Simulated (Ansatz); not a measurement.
Calculated with Ansatz (gas phase, PBE0-D4/def2-TZVP geometries, no zero-point term in ΔE). CCSD(T)/CBS adds triple-zeta CCSD(T) − MP2 to the extrapolated MP2 energy (def2 sets, frozen cores). DFT in def2-TZVPP. Each species was taken in one conformer, which may not be the lowest.

Consider the ligand exchange at the Si–C bond: `FCOC[SiH3]` + `BNCC=C` → `BN([SiH3])CC=C` + `COCF`.

```
             level  ΔE (kJ/mol)
           PBE0-D4        -49.5
           ωB97X-V        -52.4
               PBE        -39.9
     HF/def2-TZVPP        -60.4
   CCSD/def2-TZVPP        -57.7
     HF/def2-QZVPP        -61.4
SCS-MP2/def2-QZVPP        -62.7
     MP2/CBS(def2)        -63.0
```

Problem. What does CCSD(T)/CBS give? (An estimate is asked.)

Solution. The calculation gave: -57.3 kJ/mol. The listed levels differ from it by 7.8, 4.9, 17.4, -3.1, -0.4, -4.1, -5.4, -5.7 kJ/mol.

Largest T1 diagnostic among the species: 0.012.

From PBE to PBE0 (25 % exact exchange), in def2-TZVPP and without D4, ΔE moves by −5.7 kJ/mol. The D4 term adds −6.7 kJ/mol with B3LYP and −3.8 kJ/mol with PBE0; it sums over pairs of atoms, weighted by their polarisabilities, and B3LYP, whose exchange is more repulsive, gets the larger term.

B3LYP here is the variant with VWN-RPA as its local correlation; programs differ in this.
